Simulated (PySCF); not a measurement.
C4H10BrClSi, SMILES CC[Si](CC)(Cl)Br, singlet (GFN2-xTB optimised geometry):

```
17

C      0.165    -2.471    -1.383
C     -0.376    -1.044    -1.413
Si     0.295     0.043     0.000
Cl     2.327     0.043     0.000
Br    -0.412    -0.895     1.900
C     -0.356     1.830     0.000
C     -1.879     1.928     0.052
H      1.250    -2.474    -1.462
H     -0.239    -3.049    -2.211
H     -0.111    -2.970    -0.456
H     -1.466    -1.079    -1.362
H     -0.124    -0.586    -2.372
H      0.062     2.362     0.857
H      0.007     2.347    -0.889
H     -2.327     1.465    -0.824
H     -2.269     1.434     0.939
H     -2.190     2.970     0.081
```

Calculation: PySCF with B3LYP/def2-SVP.

Q: What are the frontier orbital energies and the dipole moment?

A: HOMO-2 -8.36 eV, HOMO-1 -7.92 eV, HOMO -7.68 eV, LUMO 0.63 eV, LUMO+1 1.14 eV; dipole moment 2.21 D.

On the same geometry PBE/def2-SVP (PySCF 2.14.0) gives HOMO-2 -7.28 eV, HOMO-1 -6.91 eV, HOMO -6.65 eV, LUMO -0.15 eV, LUMO+1 0.38 eV; dipole moment 2.18 D.

Meta-Löwdin charges at B3LYP/def2-SVP: C1 -0.28, C2 -0.40, Si3 0.90, Cl4 -0.27, Br5 -0.29, C6 -0.39, C7 -0.27, H8 0.09, H9 0.10, H10 0.10, H11 0.11, H12 0.10, H13 0.11, H14 0.10, H15 0.09, H16 0.10, H17 0.10.
